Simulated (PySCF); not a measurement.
H$_{3}$N, charge +1, doublet, geometry from GFN2-xTB (a state made from the parent by changing its charge; the spin is typed, not shown lowest). Base run: PBE/6-31G** (PySCF).

The PySCF input:
```python
from pyscf import gto, scf, dft

mol = gto.M(
    atom='''
N     0.000000   -0.000000    0.000000
H     0.015026    1.027722   -0.019448
H     0.882651   -0.526736    0.017100
H    -0.897677   -0.500986    0.002349
''',
    basis='6-31g**',
    charge=1,
    spin=1,
    verbose=4,
    symmetry=True,
)

mf = dft.UKS(mol)
mf.xc = 'pbe'
mf.kernel()
mf.analyze()
```

The base run was repeated with changes; each row names its change, and settings that it needs were set with it.

```json
[
 {"change": "base", "ΔE vs base (mEh)": "0.000", "point group used": "C2v", "SCF cycles": "7"},
 {"change": "irrep_nelec = A1:(3, 3) A2:(0, 0) B1:(2, 1) B2:(0, 0)", "ΔE vs base (mEh)": "500.1", "point group used": "C2v", "SCF cycles": "8"},
 {"change": "symmetry = off", "ΔE vs base (mEh)": "0.000", "point group used": "C1", "SCF cycles": "7"},
 {"change": "irrep_nelec = A1:(2, 3) A2:(1, 0) B1:(1, 1) B2:(1, 0)", "ΔE vs base (mEh)": "1787.5", "point group used": "C2v", "SCF cycles": "8"},
 {"change": "symmetry_subgroup = Cs", "ΔE vs base (mEh)": "0.000", "point group used": "Cs", "SCF cycles": "7"},
 {"change": "irrep_nelec = A1:(3, 3) A2:(1, 0) B1:(1, 1) B2:(0, 0)", "ΔE vs base (mEh)": "1617.6", "point group used": "C2v", "SCF cycles": "7"},
 {"change": "irrep_nelec = A1:(3, 3) A2:(1, 0) B1:(0, 1) B2:(1, 0)", "ΔE vs base (mEh)": "1765.7", "point group used": "C2v", "SCF cycles": "8"},
 {"change": "symmetry_subgroup = C2", "ΔE vs base (mEh)": "0.000", "point group used": "C2", "SCF cycles": "7"}
]
```

Open shells are given as the SCF converged; they aren't shown to be the lowest states, and a large step between rows can be another state.
